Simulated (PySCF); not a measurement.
**Structure elucidation problem**

An unknown has the formula C$_{6}$H$_{5}$FO. Its calculated NMR data are:

$^{1}$H NMR (600 MHz, computed): δ 7.21 (td, J = 9.1, 5.9 Hz, 1H), 6.69 (dt, J = 11.0, 2.3 Hz, 1H), 6.66 (ddd, J = 9.3, 8.4, 2.3 Hz, 1H), 6.26 (dd, J = 8.9, 2.3 Hz, 1H), 3.95 (br s, 1H).

$^{13}$C{$^{1}$H} NMR (computed): δ 172.3 (C, d, J = 314.8 Hz), 163.8 (C, d, J = 9.3 Hz), 135.6 (CH, d, J = 7.4 Hz), 111.8 (CH, d, J = 19.5 Hz), 111.6 (CH), 106.9 (CH, d, J = 23.1 Hz).

- couplings computed with B3LYP/pcJ-1 (spin–dipole term only in couplings to heteroatoms)
- PBE0-D3(BJ)/def2-SVP geometry
- NMR shieldings at PBE0/pcSseg-1/GIAO
- code: PySCF 2.14.0 with density-fitted response routines
- in vacuum, one conformer, relativity neglected

Chemical shifts δ = σref − σ; TMS for $^{1}$H (31.27 ppm) and $^{13}$C (184.41 ppm), all at this level.

Task: Propose a structure and justify it.

Result: 
The formula gives 4 degrees of unsaturation (1 ring in the answer). 6 carbon signals for 6 carbons: no two carbons are equivalent. Carbon types of the structure: 2 × C, 4 × CH, leaving 1 H on heteroatoms. δC 172.3: aromatic carbon bearing fluorine; an ipso carbon deshielded by its heteroatom. δC 163.8: aromatic carbon bearing oxygen; an ipso carbon deshielded by its heteroatom. δC 135.6, 111.8, 111.6, 106.9: aromatic CH. δH 7.21, 6.69, 6.66, 6.26: hydrogen on an aromatic CH. δH 3.95: hydrogen on a phenol-type oxygen; exchangeable; this is the value without hydrogen bonding to other molecules.

The compound is `InChI=1S/C6H5FO/c7-5-2-1-3-6(8)4-5/h1-4,8H`.

The data come from this structure; uniqueness wasn't tested.

OH/NH shifts are gas-phase values; hydrogen bonding in solution moves them, usually downfield. C–F couplings over four or more bonds (about 3 Hz to the para carbon of a fluoroarene) are left out. Common functionals overestimate the size of one-bond C–F couplings by tens of Hz; these are unscaled. Multiplet labels drop couplings under 1 Hz and merge nearly equal ones. Unscaled 3J(H,H) at this level run about 9 % above measured values. Shifts are as computed. Against solution values, carbons near 30 ppm lie about +2 ppm off and those near 130 ppm about +4 ppm. Of 246 compounds with measured shifts, 49 miss one by over three times the rms of a fit or turn the order of signals round; such compounds aren't used in these exercises.
